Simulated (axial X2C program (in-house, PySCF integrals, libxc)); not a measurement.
## Correcting the dissociation energy of NaGa⁺ for spin–orbit coupling

A spin-free CCSD(T) curve (one-electron X2C) was computed with an in-house all-electron X2C program for linear molecules (integrals from PySCF), basis Ga dyall-cv3z [9s9p7d4f1g], Na dyall-cv3z [9s8p5d2f] (cores contracted in-house), for the state M_S = 1/2, Λ = 0 (beyond evenly filled blocks: σα). It gives D0 = 0.822 eV to Ga + Na+, which in a spin-free picture are the weighted means of the ground terms.

Correlated methods: 3 electrons correlated (number of frozen shells: Ga 3 s, 2 p, 1 d; Na 2 s, 1 p), 283 virtual spin orbitals or spinors in MP2, 47 natural virtuals in coupled cluster.

Measured levels of the ground terms (NIST Handbook of Basic Atomic Spectroscopic Data), in cm⁻¹: Ga 2P: J = 1/2 at 0, J = 3/2 at 826.2; Na+ 1S: J = 0 at 0.

The molecular state has Λ = 0, so it has no first-order lowering.

(1) How far does each ground level lie under the (2J+1)-weighted mean of its term?

(2) Correct D0.

Second-order spin–orbit effects in the molecule, which grow quickly with Z, are left out. Occupations by symmetry block were frozen at the best pattern of an incomplete PBE0 search. Dissociation energies refer to the lowest single-determinant-based atoms at the same level and basis. Coupled cluster ran in a truncated set of natural virtual spinors; the MP2 energy of the rest was added. (T) has no such correction and the atoms are truncated less, which lowers De at CCSD(T) by a hundredth of an eV or more. With the outer-core shells frozen, correlated bond lengths of heavy atoms tend to come out a few hundredths of an ångström too long.

Results:

(1) Ga: (2 × 0 + 4 × 826.2)/6 = 551 cm⁻¹; Na+: a single level, 0.

(2) D0 = 0.822 + (0 − 551)/8065.5 = 0.754 eV at CCSD(T) with these spin–orbit terms.
